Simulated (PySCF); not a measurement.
HIOZn (SMILES [OH][Zn][I]), singlet, at a GFN2-xTB geometry (such geometries of metal compounds can be far from the true shape) (core potentials on I). Base run: PBE/def2-SVP in PySCF.

Input for PySCF:
```python
from pyscf import gto, scf, dft, solvent

mol = gto.Mole()
mol.atom = '''
    Zn    0.04636425   -0.71481377    1.03301549
    I    -0.06799815    0.81204645   -0.84187813
    O     0.24390892   -2.35125016    1.42013560
    H     0.26170305   -2.78404751    2.26799131
'''
mol.basis = 'def2-svp'
mol.ecp = {'I': 'def2-svp'}
mol.verbose = 4
mol.build()

mf = dft.RKS(mol)
mf.xc = 'pbe'
mf.kernel()
```

Each row names what was changed in the base input (with any setting that the change needs).

```
change                                                   ΔE vs base (kJ/mol)  dipole (D)  HOMO-LUMO gap (eV)
-------------------------------------------------------  -------------------  ----------  ------------------
base                                                                    0.00        3.05                3.64
model = IEF-PCM; solvent = methanol; vdw_scale = 1.0                  -158.5        5.71                4.74
model = IEF-PCM; solvent = methanol; lebedev_order = 11                -61.3        4.61                4.29
model = C-PCM; solvent = methanol                                      -63.1        4.70                4.32
model = IEF-PCM; solvent = methanol                                    -61.9        4.66                4.31
model = IEF-PCM; solvent = toluene                                         …           …                   …
model = IEF-PCM; solvent = n-hexane                                   -20.52        3.56                3.88
model = ddCOSMO; solvent = methanol                                    -70.4        4.84                4.41
model = IEF-PCM; solvent = methanol; vdw_scale = 1.4                       …           …                   …
model = SS(V)PE; solvent = methanol                                    -61.3        4.64                4.31
model = IEF-PCM; solvent = methanol; r_probe = 0.5                         …           …                   …
model = IEF-PCM; solvent = methanol; lebedev_order = 41                -62.0        4.67                4.31
```

Problem. Complete the blanks.

Solution. 
- model = IEF-PCM; solvent = toluene, ΔE vs base (kJ/mol): -27.2
- model = IEF-PCM; solvent = toluene, dipole (D): 3.74
- model = IEF-PCM; solvent = toluene, HOMO-LUMO gap (eV): 3.95
- model = IEF-PCM; solvent = methanol; vdw_scale = 1.4, ΔE vs base (kJ/mol): -28.9
- model = IEF-PCM; solvent = methanol; vdw_scale = 1.4, dipole (D): 4.07
- model = IEF-PCM; solvent = methanol; vdw_scale = 1.4, HOMO-LUMO gap (eV): 4.07
- model = IEF-PCM; solvent = methanol; r_probe = 0.5, ΔE vs base (kJ/mol): -19.11
- model = IEF-PCM; solvent = methanol; r_probe = 0.5, dipole (D): 3.83
- model = IEF-PCM; solvent = methanol; r_probe = 0.5, HOMO-LUMO gap (eV): 3.97

The base is the gas phase, so ΔE is the electrostatic part of solvation at a fixed geometry, without cavity and dispersion terms.
